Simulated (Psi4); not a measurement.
Input for Psi4:
```
memory 2 GB

molecule {
-1 2
Ge    2.32137685    0.68821490   -0.17150127
Ge    0.12444571   -0.56525556    0.18453663
Ge   -2.43883140   -0.18974445    0.00512057
H     3.91269323    0.88255014   -0.10489752
H     2.19529399    1.20419717   -1.63786851
H     2.00076815    2.07034924    0.47139910
H     0.30638396   -1.08580251    1.70164838
H     0.43371014   -2.07106244   -0.33942239
H    -2.53135236    0.35212779   -1.45867386
H    -2.50480460    1.22742464    0.65743199
H    -4.03640936   -0.44266099    0.12939353
}

set {
  basis 6-31g**
  reference uks
}

energy('blyp')
print_variables()
```

Question: Give the total energy at the level BLYP/6-31G** run with Psi4.

Answer: -6235.1064 Eh

Question: Estimate the nuclear repulsion energy that BLYP/6-31G** returns for this input.

Answer: 689.9137 Eh

Question: Predict the number of basis functions from BLYP/6-31G**.

Answer: 145

Question: What <S^2> does BLYP/6-31G** give?

Answer: 0.753

A gas-phase anion may not be bound at this level; its values then depend on the basis.

These values belong to the state on which the SCF converged, which isn't shown to be the lowest.

Question: Roughly what does it cost on one core?

Answer: around 23 core-seconds (rough).
